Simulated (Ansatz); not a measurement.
`[O]=[Ta]([OH])([F])[F]`, charge 0, multiplicity 1.

Q: Give a relaxed structure at PBE0-D4/def2-TZVP (Ansatz). (Best estimate.)

A: The calculation gave: 
Cartesian coordinates in Å:
```
O -1.493 0.991 -0.059
Ta -0.342 -0.266 0.105
O 1.364 0.450 -0.271
F -0.403 -0.894 1.872
F -0.763 -1.614 -1.130
H 1.637 1.335 -0.516
```
Point group Cs.
